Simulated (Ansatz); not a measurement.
One change: `CCCBS` becomes `CCC[SiH2]Cl`.

Ansatz, PBE0-D4/def2-TZVP geometries, multiplicity 1. Each molecule was computed in one conformer, which needn't be the lowest.

```
                                      property  `CCCBS`
         HOMO–LUMO gap (B3LYP/def2-TZVPP) / eV     6.89
            HOMO energy (PBE0/def2-TZVPP) / eV    -8.05
          HOMO–LUMO gap (PBE0/def2-TZVPP) / eV     7.33
size of the dipole moment (PBE/def2-TZVPP) / D     1.43
           HOMO energy (B3LYP/def2-TZVPP) / eV    -7.79
           HOMO–LUMO gap (PBE/def2-TZVPP) / eV     5.20
```

**Question.** Give the same properties after the change, and the shifts. (An estimate is asked.)

**Answer.** The calculation gave: 
| property | `CCC[SiH2]Cl` | shift |
| --- | --- | --- |
| HOMO–LUMO gap (B3LYP/def2-TZVPP) / eV | 8.45 | 1.56 |
| HOMO energy (PBE0/def2-TZVPP) / eV | -8.43 | -0.38 |
| HOMO–LUMO gap (PBE0/def2-TZVPP) / eV | 8.88 | 1.55 |
| size of the dipole moment (PBE/def2-TZVPP) / D | 1.84 | 0.41 |
| HOMO energy (B3LYP/def2-TZVPP) / eV | -8.21 | -0.42 |
| HOMO–LUMO gap (PBE/def2-TZVPP) / eV | 6.69 | 1.49 |

With PBE0 the HOMO falls by 0.38 eV and the LUMO rises by 1.17 eV, so the gap widens by about 1.55 eV. PBE moves the HOMO by -0.24 eV and ωB97M-V by -0.40 eV. Dipoles are sizes alone; their direction can turn.

B3LYP here is the variant with VWN-RPA as its local correlation; programs differ in this.
